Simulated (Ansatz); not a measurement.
Ansatz results at the PBE0-D4/def2-TZVP geometry: size of the dipole moment (PBE/def2-TZVPP) 0.31 D; size of the dipole moment (ωB97M-V/def2-TZVPP) 0.30 D; HOMO–LUMO gap (B3LYP/def2-TZVPP) 7.04 eV.

Each molecule was computed in one conformer, which needn't be the lowest.

Question: Which molecule gave them?
A. `CCC(C(C)=O)C(C)=O`
B. `CC/C=C\CC`
C. `C1=CC=CCC=C1`
D. `C1CCCCC1`

Answer: B. The others give `C1CCCCC1`: 0.00, 0.00, 8.86; `CCC(C(C)=O)C(C)=O`: 1.42, 1.50, 5.46; `C1=CC=CCC=C1`: 0.33, 0.34, 5.07.

B3LYP here is the variant with VWN-RPA as its local correlation; programs differ in this.
